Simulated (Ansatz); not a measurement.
`F[SiH2][AlH][NH][SiH3]` + H₂Se → `[SiH3][NH][AlH][SeH]` + `F[SiH3]`  (cleavage of the Al–Si bond)

Calculated with Ansatz (gas phase, PBE0-D4/def2-TZVP geometries, no zero-point term in ΔE). CBS: MP2 limit from def2 TZ/QZ plus the TZ coupled-cluster correction, frozen cores. This one scheme is used for every species. For Se outer-core shells are correlated without core-valence functions, which leaves a few kJ/mol of doubt a bond. Scalar relativity is left out up to krypton. One conformer a species, not always the lowest.

```tsv
species	SCS-MP2/def2-QZVPP energy (Eh)
`F[SiH2][AlH][NH][SiH3]`	-978.86604
H₂Se	-2401.59263
`[SiH3][NH][AlH][SeH]`	-2989.84234
`F[SiH3]`	-390.67091
```

Problem. Work out ΔE.

Solution. ΔE = (-2989.84234) + (-390.67091) − (-978.86604) − (-2401.59263) = -0.05458 Eh = -34.2 kcal/mol. CCSD(T)/CBS gives -32.3 kcal/mol.

Largest T1 diagnostic among the species: 0.012.

From PBE to PBE0 (25 % exact exchange), in def2-TZVPP and without D4, ΔE moves by −1.9 kcal/mol.
